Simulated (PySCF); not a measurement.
C₄H₉BCl₂Si, SMILES C(/[SiH](Cl)Cl)=C\B(C)C, GFN2-xTB optimised geometry.

```
17

Si    -2.67    -1.00     0.00
Cl    -3.31    -1.94    -1.68
Cl    -3.35     0.90     0.00
C     -0.79    -1.00     0.00
C      0.00     0.06     0.22
B      1.56     0.03     0.27
C      2.38    -0.94    -0.66
C      2.29     0.98     1.29
H     -3.25    -1.68     1.15
H     -0.31    -1.95    -0.18
H     -0.49     1.01     0.42
H      3.35    -0.54    -0.94
H      1.86    -1.23    -1.57
H      2.58    -1.86    -0.11
H      3.29     0.64     1.57
H      1.73     1.16     2.20
H      2.42     1.95     0.81
```

Density from B3LYP/def2-SVP (PySCF) at that geometry.

Minimum of the electron density along straight lines between bonded atoms, close to the bond critical point (lines longer than 1.1 times the sum of covalent radii, or with two minima, are not listed):

```tsv
bond	length / Å	ρ at the minimum / e bohr⁻³	∇²ρ there / e bohr⁻⁵	position (fraction from the first atom)
Si1–Cl2	2.026	0.097	0.31	0.37
Si1–Cl3	2.021	0.098	0.32	0.37
Si1–C4	1.880	0.118	0.32	0.38
C4–C5	1.340	0.334	-0.87	0.51
C5–B6	1.557	0.184	-0.07	0.68
B6–C7	1.576	0.181	-0.15	0.32
B6–C8	1.576	0.181	-0.15	0.32
Si1–H9	1.458	0.122	0.33	0.49
C4–H10	1.084	0.279	-1.03	0.63
C5–H11	1.086	0.279	-1.04	0.63
C7–H12	1.088	0.272	-0.97	0.62
C7–H13	1.087	0.274	-0.98	0.62
C7–H14	1.091	0.265	-0.92	0.62
C8–H15	1.087	0.273	-0.98	0.62
C8–H16	1.088	0.272	-0.97	0.62
C8–H17	1.091	0.265	-0.92	0.62
```
